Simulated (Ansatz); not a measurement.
Ideal-gas functions of `OB(F)CF` at 800 K and 1 bar, from an Ansatz frequency run at PBE0-D4/def2-TZVP.

Molar mass 79.84 g/mol, point group Cs (symmetry number 1), electronic degeneracy 1, moments of inertia 53.96, 142.242, 193.071 u Å². Harmonic wavenumbers (cm⁻¹, unscaled): 119, 197, 400, 450, 513, 640, 795, 902, 1008, 1070, 1245, 1281, 1421, 1456, 1486, 3051, 3095, 3856.

Use S(trans) = R[1.5 ln M + 2.5 ln T − 1.1517]; rotational temperatures θ = 24.2544 K / I; S(rot) = R[ln(√π/σ · √(T³/θAθBθC)) + 1.5]; for each mode x = 1.438777 ν̃/T, S = R[x/(eˣ − 1) − ln(1 − e⁻ˣ)] and H = RT x/(eˣ − 1); 1 cm⁻¹ = 0.0119627 kJ/mol; R = 8.31446 J/(mol·K).

By hand: the entropy, in J/(mol·K).

Translation 184.0. Rotation: θ = 0.4495, 0.1705, 0.1256 K, giving 119.9. Vibration, mode by mode: 21.15, 16.99, 11.23, 10.30, 9.27, 7.59, 6.02, 5.15, 4.42, 4.05, 3.16, 3.00, 2.46, 2.34, 2.24, 0.22, 0.21, 0.06, in all 109.9. Electronic 0.0. Sum 413.8 J/(mol·K).

By hand: H − E and G − E in kJ/mol, counted from the electronic energy.

Zero-point energy ½ × 22985 × 0.0119627 = 137.5; thermal vibration 46.1; translation, rotation and pV give 4 RT = 26.6. H − E = 210.2 kJ/mol, and G − E = 210.2 − 800 × 413.8/1000 = -120.8 kJ/mol.

Vibration gives 27 % of the entropy, 21.1 J/(mol·K) of it from the mode under 150 cm⁻¹: soft modes count most, and the harmonic formula is weakest for them. The sum counts one conformer and one mirror image; others add a mixing term.
